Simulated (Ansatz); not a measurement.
Two spin states of OF-, each at its own minimum; 2S+1 = 1, 3, 5 were tried, and our sources give no spin for the ground state.

| level | energy of the multiplicity-3 state above the multiplicity-1 state (eV) | minus CCSD(T)/def2-TZVPP |
|---|---|---|
| PBE/def2-TZVPP | 0.396 | -0.229 |
| PBE0/def2-TZVPP | 0.319 | -0.306 |
| wB97X-V/def2-TZVPP | 0.501 | -0.124 |
| CCSD/def2-TZVPP | 0.468 | -0.158 |
| CCSD(T)/def2-TZVPP | 0.626 | 0.000 |

 The comparison column counts from a level with limits of its own.

The rows run from 0.319 (PBE0/def2-TZVPP) to 0.626 eV (CCSD(T)/def2-TZVPP). The 3 functionals in def2-TZVPP without D3 or D4 span 0.182, from PBE0 to wB97X-V.

Each state is the lowest solution found for its spin in def2 and cc sets. The singlet is a restricted closed-shell determinant, which can mix singlet states where a π or δ shell is part-filled.

Cores are frozen in the correlated methods.

Programs: Ansatz (Gaussian basis) for Hartree–Fock, density functionals and correlated methods. Each number belongs to the level named beside it.

Ansatz is an electronic-structure program.
